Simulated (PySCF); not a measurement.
# Ni²⁺: excitation energy

Ni²⁺ [Ar] 3d8 (3F) → Ni²⁺ [Ar] 3d7 4s1 (5F), as a difference of total energies. Computed with PySCF 2.14 in x2c-TZVPPall, with scalar relativity by spin-free X2C-1e. Correlated levels: valence and next inner shell: [Ne] frozen. The calculations carry no spin-orbit coupling.

```csv
method,excitation energy (cm⁻¹)
UHF,41651
MP2 (valence and next inner shell),57112
SCS-MP2 (valence and next inner shell),56887
CCSD (valence and next inner shell),52590
CCSD(T) (valence and next inner shell),52909
```

A first-order spin-orbit estimate (lowest level to lowest level, LS coupling) adds -0.011 eV.

The basis was made for the ground configuration and has no added diffuse functions, so the excitation energy can come out too high.
